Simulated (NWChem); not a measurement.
Si$_{2}$N$_{2}$H$_{5}$F; SMILES N1[SiH2]N[SiH]1F

```xyz
10

F      0.5959    -2.1141     0.0000
Si    -0.4341    -0.8580     0.0000
N     -0.1065     0.3471    -1.1952
Si     0.2330     1.5808     0.0000
N     -0.1065     0.3471     1.1952
H     -1.7661    -1.5109     0.0000
H     -0.1047     0.3428    -2.2038
H     -0.7061     2.7446     0.0000
H      1.6247     2.1294     0.0000
H     -0.1047     0.3428     2.2038
```
Atoms are numbered in this order, from 1.

Computed with NWChem. Pople sets run with spherical d functions. Geometry: optimised at PBE0/def2-SVP.

Task: Estimate the computed values for B97-D/6-31G*. Quantities: highest occupied level (eV); orbital gap (eV); dipole (D).

Result: 
| Quantity | Result |
|---|---|
| highest occupied level (eV) | -5.64 |
| orbital gap (eV) | 5.16 |
| dipole (D) | 1.36 |
